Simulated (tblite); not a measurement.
Compound: C6H8B2Cl2.
SMILES with atom numbers: `[BH2:1][CH2:2]/[C:3]([CH3:4])=[CH:5]\[C:6]#[C:7][B:8]([Cl:9])[Cl:10]` (hydrogens: H11, H12 on B1; H13, H14 on C2; H15, H16, H17 on C4; H18 on C5)

Computed with GFN2-xTB (tblite), gas phase: L-BFGS steps from a force-field or distance-geometry start until the largest atomic force falls under 0.01 eV/Å.

The end geometry, which sets the zero of energy:
```
atom  x, y, z in Å
B1     -1.6398   -1.6277   -0.1798
C2     -0.9862   -0.5575    0.7721
C3     -0.8052    0.8007    0.1828
C4     -2.0241    1.6598    0.1232
C5      0.3757    1.2260   -0.3001
C6      1.5428    0.4596   -0.2571
C7      2.5647   -0.1993   -0.2149
B8      3.8046   -1.0231   -0.1533
Cl9     5.2850   -0.4668   -0.8536
Cl10    3.7832   -2.5703    0.6316
H11    -1.8745   -1.3833   -1.2978
H12    -1.8923   -2.6812    0.2566
H13    -0.0117   -0.9628    1.0657
H14    -1.5702   -0.4832    1.6941
H15    -1.8370    2.5887   -0.4098
H16    -2.3632    1.8998    1.1316
H17    -2.8312    1.1211   -0.3722
H18     0.4704    2.2058   -0.7507
```

Question: These geometries come from the run, each turned onto the end geometry. Order them by energy, lowest first.
A.
```
atom  x, y, z in Å
B1     -1.6731   -1.6125   -0.2169
C2     -0.9369   -0.5772    0.7120
C3     -0.7915    0.8010    0.1614
C4     -2.0256    1.6398    0.1425
C5      0.3813    1.2586   -0.3102
C6      1.5498    0.4956   -0.2689
C7      2.5484   -0.1953   -0.1993
B8      3.7792   -1.0273   -0.1052
Cl9     5.2425   -0.5268   -0.8789
Cl10    3.7693   -2.5050    0.8071
H11    -1.9644   -1.3498   -1.3159
H12    -1.9275   -2.6655    0.2185
H13     0.0557   -0.9961    0.9192
H14    -1.4419   -0.5284    1.6797
H15    -1.8990    2.5325   -0.4631
H16    -2.2711    1.9531    1.1576
H17    -2.8657    1.0595   -0.2377
H18     0.4615    2.2502   -0.7337
```
B.
```
atom  x, y, z in Å
B1     -1.6868   -1.6254   -0.2110
C2     -0.9347   -0.5837    0.6955
C3     -0.7965    0.8042    0.1614
C4     -2.0336    1.6381    0.1170
C5      0.3860    1.2825   -0.2686
C6      1.5643    0.5333   -0.2207
C7      2.5667   -0.1550   -0.1660
B8      3.7796   -1.0181   -0.0981
Cl9     5.2335   -0.6039   -0.9338
Cl10    3.7346   -2.4946    0.8139
H11    -2.0304   -1.3468   -1.2934
H12    -1.8695   -2.7035    0.2072
H13     0.0682   -0.9967    0.8624
H14    -1.4018   -0.5509    1.6852
H15    -1.9103    2.5024   -0.5286
H16    -2.2752    1.9942    1.1204
H17    -2.8817    1.0424   -0.2172
H18     0.4785    2.2880   -0.6572
```
C.
```
atom  x, y, z in Å
B1     -1.3674   -1.5658   -0.2385
C2     -0.9642   -0.5305    0.8864
C3     -0.8338    0.8246    0.2612
C4     -2.0759    1.6455    0.0882
C5      0.3542    1.2589   -0.1994
C6      1.5030    0.4691   -0.1857
C7      2.4905   -0.2381   -0.2249
B8      3.6787   -1.1312   -0.1975
Cl9     5.2599   -0.5434   -0.5764
Cl10    3.4878   -2.7954    0.2609
H11    -2.1249   -1.2308   -1.0610
H12    -0.9071   -2.6377   -0.2634
H13    -0.0370   -0.8181    1.3836
H14    -1.7430   -0.5035    1.6549
H15    -2.1387    2.0408   -0.9272
H16    -2.0868    2.4924    0.7789
H17    -2.9538    1.0313    0.2773
H18     0.4496    2.2381   -0.6491
```
D.
```
atom  x, y, z in Å
B1     -1.6625   -1.6163   -0.2099
C2     -0.9653   -0.5723    0.7398
C3     -0.7985    0.7943    0.1661
C4     -2.0224    1.6488    0.1534
C5      0.3729    1.2292   -0.3320
C6      1.5446    0.4693   -0.2932
C7      2.5708   -0.1826   -0.2336
B8      3.8046   -1.0098   -0.1206
Cl9     5.2991   -0.5126   -0.8333
Cl10    3.7580   -2.5107    0.7512
H11    -1.9296   -1.3464   -1.3147
H12    -1.9127   -2.6761    0.2108
H13     0.0162   -0.9894    0.9911
H14    -1.5181   -0.5090    1.6817
H15    -1.8826    2.5492   -0.4394
H16    -2.2765    1.9445    1.1729
H17    -2.8665    1.0851   -0.2421
H18     0.4594    2.2112   -0.7796
```
E.
```
atom  x, y, z in Å
B1     -1.5626   -1.6300   -0.2342
C2     -0.9177   -0.5704    0.7362
C3     -0.7859    0.8151    0.1989
C4     -2.0393    1.6186    0.0871
C5      0.3988    1.3235   -0.1914
C6      1.5867    0.5913   -0.1375
C7      2.5987   -0.0857   -0.1171
B8      3.7402   -1.0437   -0.1372
Cl9     5.2539   -0.6680   -0.8766
Cl10    3.5206   -2.6117    0.5746
H11    -2.2242   -1.2966   -1.1401
H12    -1.4255   -2.7684   -0.0013
H13     0.0441   -0.9195    1.1148
H14    -1.6025   -0.5581    1.5951
H15    -2.0069    2.2752   -0.7780
H16    -2.1625    2.2533    0.9673
H17    -2.9012    0.9594    0.0107
H18     0.4762    2.3221   -0.6028
```

Answer: D (0.003 eV), A (0.008 eV), B (0.016 eV), E (0.047 eV), C (0.100 eV).

In the order of the answer:

```json
{"step": "106", "E above end (eV)": "0.003", "largest force (eV/Å)": "0.04", "rms force component (eV/Å)": "0.010", "rms distance from end (Å)": "0.068", "rms bond change (Å)": "0.000", "bond most changed (Å)": "B8–Cl10 +0.001"}
{"step": "92", "E above end (eV)": "0.008", "largest force (eV/Å)": "0.06", "rms force component (eV/Å)": "0.022", "rms distance from end (Å)": "0.095", "rms bond change (Å)": "0.001", "bond most changed (Å)": "B8–Cl10 +0.002"}
{"step": "83", "E above end (eV)": "0.016", "largest force (eV/Å)": "0.13", "rms force component (eV/Å)": "0.036", "rms distance from end (Å)": "0.130", "rms bond change (Å)": "0.001", "bond most changed (Å)": "B1–H12 +0.003"}
{"step": "64", "E above end (eV)": "0.047", "largest force (eV/Å)": "0.12", "rms force component (eV/Å)": "0.038", "rms distance from end (Å)": "0.275", "rms bond change (Å)": "0.002", "bond most changed (Å)": "C2–H14 +0.005"}
{"step": "43", "E above end (eV)": "0.100", "largest force (eV/Å)": "0.12", "rms force component (eV/Å)": "0.044", "rms distance from end (Å)": "0.455", "rms bond change (Å)": "0.003", "bond most changed (Å)": "B1–C2 +0.007"}
```

The cost below is that of the whole relaxation. Time: 2.4 s wall. Hardware: one thread of an Arm Neoverse N1, shared host with 64 logical CPUs at a one-minute load of 61.
